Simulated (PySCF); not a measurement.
**Correlation energy of Os (osmium, neutral)**

[Xe] 4f14 5d6 6s2, high-spin 5D determinant. All numbers are calculated (PySCF 2.14, a scalar-relativistic core potential, in def2-TZVPPD with the def2 core potential (60 electrons)). Frozen: nothing; 16 electrons correlated.

| level | correlation energy (mhartree) |
| --- | --- |
| CCSD | -408.79 |
| (T) | -14.44 |
| CCSD(T) | -423.23 |

Diagnostics: T1 = 0.018, D1 = 0.0898, largest double amplitude 0.044.

Spin-orbit coupling, absent here, splits the open shell strongly.

Cost of the coupled-cluster step: roughly 20 core-seconds, for 16 correlated electrons.

Iterations:

```
CC2 = 0
CCSD nocc = (np.int64(10), np.int64(6)), nmo = (59, 59)
frozen orbitals [[], []]
max_cycle = 100
direct = 0
conv_tol = 1e-08
conv_tol_normt = 1e-06
diis_space = 8
diis_start_cycle = 0
Init t2, MP2 energy = -0.417059958345741
Init E_corr(UCCSD) = -0.417059958347361
cycle = 1  E_corr(UCCSD) = -0.397259482390443  dE = 0.019800476  norm(t1,t2) = 0.0832716
cycle = 2  E_corr(UCCSD) = -0.40787294393502  dE = -0.0106134615  norm(t1,t2) = 0.0225635
cycle = 3  E_corr(UCCSD) = -0.407684147452016  dE = 0.000188796483  norm(t1,t2) = 0.0117645
cycle = 4  E_corr(UCCSD) = -0.408831407520298  dE = -0.00114726007  norm(t1,t2) = 0.00424468
cycle = 5  E_corr(UCCSD) = -0.408750910835678  dE = 8.04966846e-05  norm(t1,t2) = 0.00207334
cycle = 6  E_corr(UCCSD) = -0.408755425851941  dE = -4.51501626e-06  norm(t1,t2) = 0.00167091
cycle = 7  E_corr(UCCSD) = -0.408822027840648  dE = -6.66019887e-05  norm(t1,t2) = 0.00139876
cycle = 8  E_corr(UCCSD) = -0.408792083800053  dE = 2.99440406e-05  norm(t1,t2) = 0.000934418
cycle = 9  E_corr(UCCSD) = -0.408781633913417  dE = 1.04498866e-05  norm(t1,t2) = 0.00027951
cycle = 10  E_corr(UCCSD) = -0.408789507230503  dE = -7.87331709e-06  norm(t1,t2) = 7.50615e-05
cycle = 11  E_corr(UCCSD) = -0.408789640238388  dE = -1.33007885e-07  norm(t1,t2) = 2.66647e-05
cycle = 12  E_corr(UCCSD) = -0.408789458877706  dE = 1.81360682e-07  norm(t1,t2) = 9.76982e-06
cycle = 13  E_corr(UCCSD) = -0.408789476234936  dE = -1.735723e-08  norm(t1,t2) = 2.67628e-06
cycle = 14  E_corr(UCCSD) = -0.408789441916469  dE = 3.43184675e-08  norm(t1,t2) = 8.65108e-07
cycle = 15  E_corr(UCCSD) = -0.408789456227847  dE = -1.43113784e-08  norm(t1,t2) = 2.61715e-07
cycle = 16  E_corr(UCCSD) = -0.40878945773445  dE = -1.5066029e-09  norm(t1,t2) = 8.35088e-08
UCCSD converged
E(UCCSD) = -90.24734416067832  E_corr = -0.4087894577344498
UCCSD(T) correction = -0.0144435878317242
```

The basis has no tight functions for the innermost shells, so their pair energies are far from complete.

This basis was not built for core-valence correlation, so the inner-shell part is incomplete.
